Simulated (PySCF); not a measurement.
Mapped SMILES: `[CH3:1][c:2]1[cH:3][p:4][c:5]([CH3:6])[n:7]1[CH:8]1[CH2:9][CH2:10]1`. Each H is labelled by its parent atom. Ha(C9), Ha(C10) are cis to N7 on the ring; Hb(C9), Hb(C10) are trans to N7 on the ring.

PySCF 2.14 calculation with geometry: GFN2-xTB and shielding tensors at PBE0/pcSseg-1 (GIAO); non-relativistic Hamiltonian, no solvent, fast rotation and ring inversion assumed for equivalent nuclei, single conformer.

Chemical shifts δ = σref − σ; $^{13}$C vs TMS, all at this level.

Q: Do the $^{13}$C shifts follow the atomic charges (in e)? Tabulate both.

A: 
```json
{"atoms": "C5", "hybridisation": "sp2", "δ (ppm)": "175.2", "σ para (ppm)": "-248", "Hirshfeld": "-0.02", "IAO": "-0.16", "Mulliken": "-0.24", "ESP-fitted": "+0.07"}
{"atoms": "C2", "hybridisation": "sp2", "δ (ppm)": "142.6", "σ para (ppm)": "-212", "Hirshfeld": "+0.03", "IAO": "+0.07", "Mulliken": "+0.12", "ESP-fitted": "-0.02"}
{"atoms": "C3", "hybridisation": "sp2", "δ (ppm)": "131.6", "σ para (ppm)": "-210", "Hirshfeld": "-0.16", "IAO": "-0.44", "Mulliken": "-0.46", "ESP-fitted": "-0.23"}
{"atoms": "C8", "hybridisation": "sp3", "δ (ppm)": "30.4", "σ para (ppm)": "-92", "Hirshfeld": "+0.02", "IAO": "-0.05", "Mulliken": "-0.07", "ESP-fitted": "+0.38"}
{"atoms": "C6", "hybridisation": "sp3", "δ (ppm)": "20.9", "σ para (ppm)": "-81", "Hirshfeld": "-0.13", "IAO": "-0.42", "Mulliken": "-0.16", "ESP-fitted": "-0.43"}
{"atoms": "C1", "hybridisation": "sp3", "δ (ppm)": "19.5", "σ para (ppm)": "-80", "Hirshfeld": "-0.12", "IAO": "-0.43", "Mulliken": "-0.14", "ESP-fitted": "-0.39"}
{"atoms": "C9/C10", "hybridisation": "sp3", "δ (ppm)": "11.1", "σ para (ppm)": "-79", "Hirshfeld": "-0.08", "IAO": "-0.29", "Mulliken": "-0.19", "ESP-fitted": "-0.36"}
```

Correlation coefficients of δ with charge over these carbons: Hirshfeld +0.27, IAO +0.38, Mulliken -0.13, ESP-fitted +0.36; with the paramagnetic shielding -1.00. Among the 4 sp3 carbons alone: Hirshfeld +0.63, IAO +0.58, Mulliken +0.94, ESP-fitted +0.79. With so few points, grouped by hybridisation, these coefficients are fragile. Charge is one influence among several: hybridisation and low-lying excitations act through the paramagnetic term.

Shifts are as computed. Against solution values, carbons near 30 ppm lie about +3 ppm off and those near 130 ppm about +5 ppm. Of 1211 compounds with measured shifts, 218 miss one by over three times the rms of a fit or turn the order of signals round; such compounds aren't used in these exercises.
